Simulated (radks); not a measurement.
Question: Species: Nd2+. Configuration: [Xe] 4f4. Calculated with a radial shooting solver on a logarithmic mesh with Libxc functionals: scalar-relativistic Kohn-Sham, PBEsol, spin-unpolarised, spherical densities, finite nucleus; Fermi nuclear charge, rms radius 4.9123 fm. Some entries of the table are withheld. Estimate them.

orbital  occ.  eigenvalue (hartree)  <r> (bohr)
1s          2             -1594.611     0.02364
2s          2             -258.3321         (1)
2p          6             -231.0352     0.08881
3s          2             -56.40444      0.2665
3p          6             -47.79407      0.2646
3d         10             -35.83599      0.2418
4s          2             -11.58507         (2)
4p          6                   (3)      0.6434
4d         10              -4.75498      0.7075
5s          2                   (4)       1.470
5p          6              -1.28611       1.712
4f          4              -0.53658       1.083
5d          0              -0.49642       2.587
6s          0              -0.48615       3.666
6p          0              -0.34827       4.462

Answer: 
(1) 2s <r> (bohr): 0.1010
(2) 4s <r> (bohr): 0.6075
(3) 4p eigenvalue (hartree): -8.76462
(4) 5s eigenvalue (hartree): -1.96452
